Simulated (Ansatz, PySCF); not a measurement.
This Ansatz (a program for electronic structure) input computes a PBE0/def2-TZVPD energy:

Ansatz 0.2 input:
```yaml
crystal:
  periodic: [false, false, false]
  atoms:
    - {symbol: S, position_ang: [-0.05714061, -0.00577212, -0.46752045]}
    - {symbol: O, position_ang: [-0.03762095, -0.03658929, 1.03750798]}
    - {symbol: H, position_ang: [1.21521742, 0.38506813, -0.81973662]}
basis:
  gaussian:
    orbitals: def2-TZVPD
hamiltonian:
  xc: {name: PBE0}
magnetization: {spin_polarized: true, initial_magnetization: 1}
output: {forces: true}
```

### Question
Write an input for the same energy in PySCF and say what it gives.

### Answer

```python
from pyscf import gto, scf, dft

mol = gto.M(
    atom='''
    S    -0.05714061   -0.00577212   -0.46752045
    O    -0.03762095   -0.03658929    1.03750798
    H     1.21521742    0.38506813   -0.81973662
    ''',
    basis='def2-tzvpd',
    charge=0,
    spin=1,
    verbose=4,
)

mf = dft.UKS(mol, xc='pbe0').density_fit(auxbasis='def2-universal-jkfit')
mf.grids.level = 3
mf.conv_tol = 1e-9
mf.max_cycle = 100
mf.max_memory = 1500
mf.kernel()
if not mf.converged:
    mf = mf.newton()
    mf.kernel(mf.make_rdm1())
for _ in range(2):
    mo, _, stable, _ = mf.stability(return_status=True)
    if stable:
        break
    mf.kernel(mf.make_rdm1(mo, mf.mo_occ))
mf.analyze()
```
It gives -473.79386 Eh, and Ansatz -473.79384 Eh, a difference of 0.02 mEh, from the treatment of integrals and grids.

It need not be the lowest isomer of its formula.
